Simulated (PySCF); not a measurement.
`InChI=1S/C9H7Br/c10-8-4-3-7-9(8)5-1-2-6-9/h1-7H`

Geometry:
```csv
atom,x (Å),y (Å),z (Å)
Br1,0.102,2.472,-0.625
C2,1.177,0.969,-0.406
C3,2.502,0.869,-0.630
C4,2.916,-0.502,-0.323
C5,1.851,-1.220,0.083
C6,0.612,-0.352,0.075
C7,-0.491,-0.893,-0.807
C8,-1.601,-1.082,-0.070
C9,-1.334,-0.690,1.320
C10,-0.063,-0.263,1.426
H11,3.154,1.670,-0.981
H12,3.939,-0.870,-0.414
H13,1.825,-2.268,0.383
H14,-0.354,-1.078,-1.872
H15,-2.555,-1.464,-0.436
H16,-2.062,-0.739,2.131
H17,0.450,0.104,2.315
```

Method: PySCF, quadratic response CAM-B3LYP/aug-cc-pVDZ first hyperpolarisability, Taylor convention, gas phase. Geometry: PBE0-D3(BJ)/def2-SVP.

The calculation is non-relativistic, which matters for the atoms heavier than Zn.

**Question.** Give β for the processes computed.

**Answer.** In 10⁻³⁰ esu, Taylor convention; the vector part is βᵢ = ⅓ Σⱼ (βᵢⱼⱼ + βⱼᵢⱼ + βⱼⱼᵢ); β∥ is 3/5 of the vector part along the dipole, the dipole points from − to +:
| process | λ (nm) | β vector norm | β∥ | β HRS | depolarisation ratio |
| --- | --- | --- | --- | --- | --- |
| static β(0;0,0) | ∞ | 1.05 | -0.62 | 0.39 | 8.19 |
| second harmonic β(−2ω;ω,ω) | 1907 | 1.15 | -0.68 | 0.43 | 8.30 |
| Pockels β(−ω;ω,0) | 1907 | 1.08 | -0.64 | – | – |
| second harmonic β(−2ω;ω,ω) | 1064 | 1.45 | -0.86 | 0.54 | 8.39 |
| Pockels β(−ω;ω,0) | 1064 | 1.16 | -0.69 | – | – |

**Question.** Which lowest excitations, dipole and polarisabilities go with it?

**Answer.** S1 4.29 eV (f = 0.050); S2 4.40 eV (f = 0.015); S3 5.30 eV (f = 0.086); dipole 1.36 D; isotropic α 119.8 au static, 120.3 au at 1907 nm, 121.3 au at 1064 nm, 121.7 au at 953.5 nm, 126.4 au at 532 nm.
